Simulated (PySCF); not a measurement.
Working out the ionisation energy of I

I [Kr] 4d10 5s2 5p5 (2P) → I⁺ [Kr] 4d10 5s2 5p4 (3P). Computed with PySCF 2.14 in x2c-TZVPall (8s6p4d2f, 60 functions), with scalar relativity by spin-free X2C-1e. Frozen: [Kr] 4d10. Energies in hartree (1 hartree = 27.21139 eV):

```csv
part,I (lower),I⁺ (upper)
UHF,-7112.659944,-7112.307628
MP2 opposite-spin,-0.082890,-0.063771
MP2 same-spin,-0.024366,-0.018447
```

What does Hartree-Fock give?

(-7112.307628) − (-7112.659944) = 0.352316 hartree = 9.587 eV.

What do MP2 and SCS-MP2 (6/5 opposite-spin, 1/3 same-spin) give?

The opposite-spin parts differ by 0.520 eV and the same-spin parts by 0.161 eV. MP2: 9.587 + (0.520) + (0.161) = 10.268 eV. SCS-MP2: 9.587 + 1.2 × (0.520) + (0.161)/3 = 10.265 eV.

Measured between the centres of the two terms (NIST): 10.519 eV, so MP2 (valence) is off by -0.251 eV.

What remains against the reference includes basis incompleteness, the frozen core and correlation beyond second order.
